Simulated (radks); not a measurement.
The numbers below are computed, except where a source is named.
All-electron atom: C III in [He] 2s1 2p1 (not the ground configuration).

Code: a radial shooting solver on a logarithmic mesh with Libxc functionals. Model: scalar-relativistic Kohn-Sham, PBE, spin-polarised, spherical densities, point nucleus; open shells are filled with parallel spins first.

Energy parts (hartree):
total: -36.26011
kinetic: 36.22279
electron-nucleus: -80.20409
Hartree: 12.16596
exchange-correlation: -4.44477

Orbitals (lengths in bohr, moments of r in powers of bohr; r(max) is where P^2 peaks):
orbital,occ.,eigenvalue (hartree),r(max),<r^2>,<r^4>,<r>
1s up,1,-11.32166,0.1738,0.09901,0.02594,0.2703
1s down,1,-11.26190,0.1737,0.09841,0.02546,0.2697
2s up,1,-1.53812,1.119,2.141,7.978,1.349
2p up,1,-1.21707,1.020,2.092,8.715,1.308

The highest occupied level is 2p up at -33.118 eV. Summed over all electrons, <r^2> = 4.430 bohr^2, which gives a Langevin (diamagnetic) susceptibility term of -3.51 x 10^-6 cm^3/mol. The density falls to 0.001 e/bohr^3 at r = 2.80 bohr.
